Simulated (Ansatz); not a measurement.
Two structures of AlH$_{3}$O$_{2}$F$_{2}$, closed shell, reached by relaxing down either side of one saddle point (PBE0-D4/def2-TZVP). Energies are electronic, without zero-point energy. Ansatz 0.2.0; basis: def2-TZVPP and def2-QZVPP; cores frozen in the correlated methods. Extrapolation: Hartree–Fock as exp(−7.88 √X), correlation as X^−2.97. First:

```
8
angstrom
Al -0.9597 -0.3158 -0.3557
H -1.1713 -1.5462 -1.2965
F -0.5113 1.1475 -1.0570
F -1.8064 -0.1834 1.0661
H 0.6961 -0.1728 1.4987
O 0.7926 -0.4406 0.5710
O 1.7681 0.4564 0.0492
H 1.1919 1.0549 -0.4758
```

Second:

```xyz
8
angstrom
Al -0.4396 0.6271 -0.4302
H -0.6654 -1.8796 0.6138
F -0.8745 -0.0638 -1.8476
F -1.4980 0.6533 0.8247
H -0.3166 -2.0914 -0.0143
O 0.9153 1.7449 -0.3772
O 1.3494 0.4123 0.1490
H 1.5296 0.5973 1.0818
```

Task: Which bonds change from the first to the second?

Result: AlH₃O₂F₂ ([OH][OH][AlH]([F])[F]) → AlHO₂F₂ ([F][Al]1([F])[O][OH]1) + H₂; bonds formed: Al1–O7, H2–H5; dative contacts that become bonds: Al1–O6; bonds broken: Al1–H2, H5–O6.

Task: Give the saddle point's structure and its height above each. (Judge from chemistry; the value comes from the calculation.)

Result: The calculation gives: 25.81 kcal/mol above the first and 30.94 kcal/mol above the second (CCSD(T) at an estimated basis limit (MP2 extrapolated from triple and quadruple zeta, plus CCSD(T) − MP2 in triple zeta)).
```
8
angstrom
Al -0.9926 0.0084 -0.4058
H -0.4608 -1.6325 -0.1783
F -1.4371 0.3051 -1.9541
F -1.8941 0.5423 0.8521
H 0.4068 -1.0527 0.0343
O 0.8359 0.0937 -0.1259
O 1.3118 0.7920 1.0182
H 2.2303 0.9439 0.7596
```

The T1 diagnostic stays at or below 0.014.

Labels in which every atom is bracketed show which atoms are joined, not bond orders.

For scale, one of the runs: CCSD(T)/def2-TZVPP, 208 basis functions, launched by `ansatz run in.yaml --threads 4 --pin off --events-out ev --progress --plain --max-ram 9574MiB`. Time: 120 s of wall clock on 4 CPU threads of an AMD EPYC 7R43; the host was shared. Peak host memory: 3 GiB.
